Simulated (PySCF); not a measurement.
**Steps of a relaxation of Ce(OH)3(NH3)**

Ce(OH)3(NH3) (singlet in the valence; each metal's 4f electrons, 1 of them, lie in its core potential, out of spins and levels). PySCF 2.14.0, RKS PBE0, Ce lcecp-1-SVP with ECP47, O def2-SVP, H def2-SVP, N def2-SVP; non-relativistic Hamiltonian with scalar-relativistic core potentials where named; density fitting; no spin-orbit coupling. Origin of the start: template. Columns: position (Å) and force (eV/Å). Energies are counted from the last step; some of the 19 steps are shown. Forces carry noise of the integration grid, about 0.01 to 0.03 eV/Å.

Run from Python with OMP_NUM_THREADS=2. Where DIIS fails, smearing, a level shift and second-order steps follow.
It took 100 s on 2 threads of Arm Neoverse V2, with other jobs on the host, from the converged density of the start.

```xyz
11
step 0  E = 0.374 eV
Ce    0.0183   -0.0171    0.0147     1.61   -1.54    1.45
O     1.3126    1.2772    1.3090    -0.67   -0.39   -0.44
H     1.8322    1.5493    2.0761    -0.22   -0.14   -0.39
O    -1.2760   -1.3114    1.3090     0.18    0.82   -0.47
H    -1.7956   -1.5835    2.0761     0.32    0.05   -0.35
O     1.3126   -1.3114   -1.2796    -0.64    0.47    0.38
H     1.8322   -2.0785   -1.5517    -0.24    0.38    0.15
N    -1.4871    1.4883   -1.4907    -0.27    0.27   -0.26
H    -2.1003    2.1015   -0.9537    -0.06    0.07    0.05
H    -0.9501    2.1015   -2.1039     0.05    0.07   -0.07
H    -2.1003    0.9513   -2.1039    -0.06   -0.06   -0.06
```

```xyz
11
step 6  E = 0.036 eV
Ce    0.1523   -0.1683    0.1711     0.00    0.05   -0.08
O     1.2599    1.3080    1.3200     0.13    0.06    0.21
H     1.7939    1.7767    1.9711    -0.19   -0.12   -0.27
O    -1.3786   -1.2125    1.3036    -0.07   -0.02    0.15
H    -1.9127   -1.6221    1.9903     0.11    0.07   -0.20
O     1.2627   -1.3297   -1.3036     0.03   -0.12    0.05
H     1.7766   -2.0108   -1.7462    -0.11    0.18    0.04
N    -1.4188    1.4368   -1.4328     0.07   -0.07    0.07
H    -2.0222    2.0524   -0.8852     0.02   -0.02    0.00
H    -0.8771    2.0433   -2.0507     0.01   -0.02    0.02
H    -2.0379    0.8937   -2.0366     0.01    0.00    0.01
```

```xyz
11
step 12  E = 0.001 eV
Ce    0.1972   -0.2221    0.2631    -0.03   -0.02    0.05
O     1.2632    1.3610    1.2992     0.03    0.05   -0.01
H     1.7578    2.0101    1.8003    -0.01   -0.04   -0.01
O    -1.4572   -1.1546    1.3180     0.02    0.02   -0.04
H    -2.1232   -1.6288    1.8141    -0.02   -0.02    0.03
O     1.1956   -1.3487   -1.3039     0.00    0.02    0.00
H     1.6985   -1.8656   -1.9325     0.01   -0.02   -0.01
N    -1.3143    1.3356   -1.3211    -0.04    0.04   -0.04
H    -1.9182    1.9509   -0.7739     0.01   -0.01    0.01
H    -0.7700    1.9403   -1.9380     0.02   -0.02    0.01
H    -1.9314    0.7896   -1.9243     0.02   -0.01    0.02
```

Problem. Where does the relaxation end?

Solution. It converges at step 18 in C1, nearly C3v:
```xyz
11
step 18  E = 0
Ce    0.1883   -0.2250    0.2781
O     1.2689    1.3740    1.2764
H     1.7764    2.0156    1.7730
O    -1.4774   -1.1639    1.3122
H    -2.1443   -1.6417    1.8052
O     1.1943   -1.3316   -1.2979
H     1.6949   -1.8494   -1.9282
N    -1.3113    1.3316   -1.3108
H    -1.9211    1.9456   -0.7695
H    -0.7537    1.9329   -1.9184
H    -1.9170    0.7796   -1.9193
```

Problem. How did the contacts change?

Solution. 
```csv
contact,start (Å),end (Å)
Ce1–O2 (OH),2.242,2.173
Ce1–O4 (OH),2.242,2.174
Ce1–O6 (OH),2.242,2.173
Ce1–N8 (NH3),2.607,2.683
```


No frequency check is given that shows the relaxed geometry to be a minimum. An lcecp potential fixes the number of 4f electrons, so in runs with it no electron can move into or out of that shell.
